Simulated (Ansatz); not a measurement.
The cluster Ga2H2⁺. The state is a doublet with charge 1. Geometry PBE-D4/def2-TZVP, basis def2-TZVP, Ansatz.

Cartesian coordinates in Å:
```
Ga -0.7325 0.3891 -0.9812
Ga 0.7330 -0.3940 0.9806
H 0.7620 -0.5337 2.5579
H -0.7624 0.5386 -2.5573
```

```
run  HOMO (eV)  LUMO (eV)
  A     -11.13      -8.51
  B     -13.09      -5.43
  C     -10.75      -8.88
  D     -10.66      -9.01
  E     -10.34      -9.41
  F     -10.21      -9.47
```

HSE06 is defined as in plane-wave codes, on full-range PBE exchange. The structure comes from a short search, and lower isomers may exist.

HOMO and LUMO are taken over both spins.

Problem. The runs used BLYP, HF, HSE06, PBE, PBE0, r2SCAN. Estimate which is which.

Solution. A PBE0 (25 % exact exchange); B HF (100 % exact exchange); C HSE06 (range-separated); D r2SCAN (0 % exact exchange); E PBE (0 % exact exchange); F BLYP (0 % exact exchange). Exact exchange lowers occupied and raises empty levels; among semilocal functionals meta-GGAs tend to open the gap a little, and such runs are hard to tell apart. The gap grows from 0.74 eV (BLYP) to 7.66 eV (HF).
